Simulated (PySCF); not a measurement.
Geometry (Å), atoms numbered from 1 in this order:
```xyz
19

C    -1.3575   -1.5324    0.4127
C    -1.0503   -0.2430   -0.3533
C    -1.8524    0.9264    0.2238
C     0.4133    0.0550   -0.3073
C     1.2954    0.1551   -1.3118
Si    2.7619    0.5345   -0.1966
C     1.2234    0.3135    0.9432
H    -1.1115   -1.4156    1.4656
H    -2.4143   -1.7780    0.3324
H    -0.7772   -2.3604    0.0106
H    -1.3364   -0.3814   -1.4034
H    -2.9194    0.7323    0.1379
H    -1.6128    1.0683    1.2752
H    -1.6229    1.8455   -0.3115
H     1.0917    0.0336   -2.3643
H     3.8056   -0.4818   -0.0621
H     3.3334    1.8806   -0.2406
H     0.8877    1.1877    1.4991
H     1.2324   -0.5306    1.6312
```

Computational details: geometry: GFN2-xTB, PBE0/pcSseg-1 with gauge-including orbitals, in PySCF 2.14 (relativity neglected, fast rotation and ring inversion assumed for equivalent nuclei, no solvent, single conformer).

References, each an isolated molecule treated in the same way: 13C (σref 186.93), 1H (σref 31.72), 29Si (σref 349.16) against TMS.

```tsv
atoms	nucleus	count	δ (ppm)
C7	13C	1	13.6
C4	13C	1	183.4
C5	13C	1	130.5
H15	1H	1	5.73
C1/C3	13C	2	?
H11	1H	1	?
Si6	29Si	1	-52.1
H8/H9/H10/H12/H13/H14	1H	6	1.14
H18/H19	1H	2	?
C2	13C	1	41.1
H16/H17	1H	2	4.83
```

Problem. Complete the table.

Solution. 
- C1/C3: 22.6 ppm, methyl carbon; a saturated carbon with 1 carbon neighbour and no heteroatom attached
- H11: 2.58 ppm, hydrogen on an allylic sp3 CH; allylic position
- H18/H19: 1.75 ppm, hydrogen on an allylic sp3 CH2 bonded to Si; allylic position

Shifts are as computed. Against solution values, carbons near 30 ppm lie about +3 ppm off and those near 130 ppm about +5 ppm. Of 1211 compounds with measured shifts, 218 miss one by over three times the rms of a fit or turn the order of signals round; such compounds aren't used in these exercises.
